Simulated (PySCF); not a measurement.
FS, SMILES F[S], multiplicity 2.

Geometry: B3LYP-D3(BJ)/def2-TZVPD.

Level of theory: B3LYP-D3(BJ)/def2-TZVPD run with PySCF 2.14.0.

Frequencies are harmonic and unscaled.

```
mode  ν (cm⁻¹)  IR (km/mol)  moving atoms (share of kinetic energy)
----  --------  -----------  --------------------------------------
1          825         90.7                          F 63 %, S 37 %
```
